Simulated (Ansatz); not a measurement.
System: CBr2Cl2, charge 0, singlet. CBr2Cl2 (dibromo(dichloro)methane, SMILES ClC(Cl)(Br)Br).
B3LYP-D3(BJ)/def2-TZVP minimum from Ansatz (a program for electronic structure):
```
C
Cl 1 1.7708
Cl 1 1.7708 2 109.89
Br 1 1.9627 2 109.45 3 120.22
Br 1 1.9627 2 109.45 3 -120.22
```
Charge 0, spin multiplicity 1.

Total energies in def2-SVP, 32 correlated electrons, 39 frozen orbitals. UHF or UKS for unpaired electrons; spin-orbit terms are left out. Cores are frozen in correlated methods (noble-gas shells, and filled d and f shells in the p block). No relativity. Spin-orbit terms, left out, reach several kcal/mol for Br and I, and more for heavier atoms.

```json
[
 {"method": "HF", "program": "Ansatz", "energy (Eh)": "-6100.68883", "minus CCSDT(Q) (mEh)": "719.10"},
 {"method": "MP2", "program": "Ansatz", "energy (Eh)": "-6101.34592", "minus CCSDT(Q) (mEh)": "62.01"},
 {"method": "CCSD", "program": "Ansatz", "energy (Eh)": "-6101.38356", "minus CCSDT(Q) (mEh)": "24.38"},
 {"method": "CCSD(T)", "program": "Ansatz", "energy (Eh)": "-6101.40554", "minus CCSDT(Q) (mEh)": "2.40"},
 {"method": "CCSDT(Q)", "program": "Ansatz", "energy (Eh)": "-6101.40794", "minus CCSDT(Q) (mEh)": "0.00"}
]
```

Rough core times of Ansatz's runs on a shared machine: CCSD(T) under 20 s, CCSDT(Q) 9 min.
